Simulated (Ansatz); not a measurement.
C2H3AuClN (`CC#[N+][Au-][Cl]`), relaxed with RKS PBE0-D4/def2-TZVP in Ansatz 0.2.0 from a GFN2-xTB geometry. The force threshold is 0.005 eV/Å; the program also tests the step.

Total charge 0; spin multiplicity 1. Au: def2 effective core potential.

Start:

```xyz
8

C    -0.287   -0.967    1.431
C    -0.063   -0.226    0.235
N     0.114    0.362   -0.735
Au    0.442    1.486   -2.223
Cl    0.829    2.815   -3.925
H     0.669   -1.199    1.901
H    -0.809   -1.895    1.197
H    -0.893   -0.376    2.118
```

Task: By how much does the energy fall, and how many steps does the optimiser take? (Best estimate.)

Result: Computed: 1.72 kcal/mol, in 7 steps.

Task: Which bonds change most? (An estimate is asked.)

Result: The calculation gave: N3–Au4 from 1.893 to 1.971 Å; Au4–Cl5 from 2.194 to 2.226 Å; C1–C2 from 1.424 to 1.443 Å; C2–N3 from 1.149 to 1.145 Å.

Task: Give the relaxed structure. (Estimate.)

Result: Ansatz gave: 
```xyz
8

C    -0.295   -0.997    1.449
C    -0.056   -0.190    0.277
N     0.133    0.450   -0.653
Au    0.460    1.551   -2.255
Cl    0.828    2.795   -4.065
H     0.655   -1.252    1.922
H    -0.813   -1.915    1.167
H    -0.911   -0.443    2.159
```
